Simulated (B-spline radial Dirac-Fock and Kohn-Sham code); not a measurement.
Method: relaxed Dirac-Fock hole states (ΔSCF) with Breit and QED corrections and a finite nucleus. Computed with a radial B-spline solver. Free neutral atoms.

Question: Order these X-ray lines by photon energy, lowest first.
A. Hf Lα1
B. Tm Lβ1
C. Bi Lβ15
D. Au Lβ3
E. Au Lβ15
F. Co Kα1

Answer: F (6928.4 eV), A (7898.4 eV), B (8104.0 eV), E (11563.1 eV), D (11611.6 eV), C (12950.6 eV).
